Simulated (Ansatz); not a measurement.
Species: InF, net charge 0, singlet state. 
Structure (B3LYP-D3(BJ)/def2-TZVP (Ansatz, an electronic-structure program) minimum search):
SMILES: [F][In]
```xyz
2

In     0.0000     0.0000    -0.3120
F      0.0000     0.0000     1.6989
```

Basis-set convergence of Hartree-Fock and MP2 correlation energies (hartree) with Ansatz. Valence correlation only, unless marked. No spin-orbit coupling. The frozen core is the preceding noble-gas configuration, with the filled d and f shells of earlier blocks. Past Kr the def2 sets carry scalar-relativistic core potentials.

```json
[
 {"basis": "def2-SVP", "functions": "40", "E(HF)": "-288.61938", "E(corr, MP2)": "-0.23040"},
 {"basis": "def2-TZVPP", "functions": "81", "E(HF)": "-288.75566", "E(corr, MP2)": "-0.30639"},
 {"basis": "def2-QZVPP", "functions": "139", "E(HF)": "-288.76193", "E(corr, MP2)": "-0.33552"}
]
```

Extrapolating the two largest sets (X = 3 and 4) as X^-3: E(corr) = (64·(-0.33552) - 27·(-0.30639))/37 = -0.3568 Eh, an estimate of the basis-set limit. The largest set recovers 94.0 % of it, the smallest 64.6 %.
